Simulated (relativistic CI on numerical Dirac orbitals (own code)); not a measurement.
# Ni⁺: resonant inelastic scattering at the L2,3 edge

Computed with this model: Dirac-Coulomb-Breit CI, separate exchange-only KLI orbitals for each configuration, QED by a radiative potential, valence Slater integrals scaled by 0.8, Kramers-Heisenberg scattering through one core-hole configuration in a parametric crystal field; configurations [Ar] 3d9 → [He] 2s2 2p5 3s2 3p6 3d10; 80 K; core-hole width 0.4 eV; summed over polarisations. Incident energies are the highest absorption maxima for each field (at most a few, so the weaker spin-orbit partner edge can be absent), on the computed scale of the free ion. Intensities are in per cent of the strongest line above 0.02 eV; levels within 1 cm⁻¹ are merged; final levels count from the ground level, the first row holds all elastic scattering, lines under 0.4 are left out and each table stops after 24 rows. The scale of the Slater integrals is a model choice and moves the terms in proportion.

Field parameters in Wybourne normalisation: Oh B⁴₀ = 21Dq, B⁴₄ = √(5/14) B⁴₀. The field is a parameter set, without covalency.

S is read from ⟨S²⟩ = S(S + 1).

Oh, 10Dq = 2400 cm⁻¹:

| Final level (eV) | Degeneracy | Irrep | S | 852.6 eV |
| --- | --- | --- | --- | --- |
| 0.000 | 4 | Γ8 | 0.50 | 169.1 |
| 0.248 | 2 | Γ7 | 0.50 | 100.0 |
| 0.375 | 4 | Γ8 | 0.50 | 64.6 |

Oh, 10Dq = 5350 cm⁻¹:

| Final level (eV) | Degeneracy | Irrep | S | 852.8 eV | 870 eV |
| --- | --- | --- | --- | --- | --- |
| 0.000 | 4 | Γ8 | 0.50 | 152.5 | 28.6 |
| 0.603 | 2 | Γ7 | 0.50 | 100.0 | 0.0 |
| 0.720 | 4 | Γ8 | 0.50 | 81.2 | 71.6 |

For the first field the strongest loss at the lowest incident energy is the level at 0.25 eV (S = 0.50, against 0.50 in the thermal ground state).
